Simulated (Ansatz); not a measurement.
CH8O2Si2 can be A, `CO[SiH](O)[SiH3]`, or B, `O[SiH2]C[SiH2]O`.

Calculated with Ansatz (gas phase, PBE0-D4/def2-TZVP geometries, no zero-point term in ΔE). CCSD(T)/CBS is the MP2 limit (def2-TZVPP, def2-QZVPP) plus CCSD(T) − MP2 in def2-TZVPP, frozen cores. DFT in def2-TZVPP. B3LYP here is the variant with VWN-RPA as its local correlation; programs differ in this. One conformer a species, not always the lowest.

(1) Which isomer does CCSD(T)/CBS put lower? Give the gap. (Estimate.)

(2) Give E(B) − E(A) in kcal/mol with PBE0-D4, PBE-D4, CCSD(T)/def2-TZVPP, B2PLYP, HF/def2-TZVPP, B3LYP, r2SCAN-D4. (Estimate.)

Largest T1 diagnostic: 0.012.

## Answers

(1) The calculation gave: B, by 26.1 kcal/mol.

(2) Computed: PBE0-D4 -23.5, PBE-D4 -21.7, CCSD(T)/def2-TZVPP -25.3, B2PLYP -24.3, HF/def2-TZVPP -22.7, B3LYP -21.9, r2SCAN-D4 -24.7. None reverses the order clearly.

From PBE to PBE0 (25 % exact exchange), in def2-TZVPP and without D4, E(B) − E(A) moves by −1.9 kcal/mol. In def2-TZVPP, CCSD(T) changes the Hartree–Fock value by −2.6 kcal/mol (the triples alone add −0.2 kcal/mol) and MP2 by −6.0 kcal/mol.
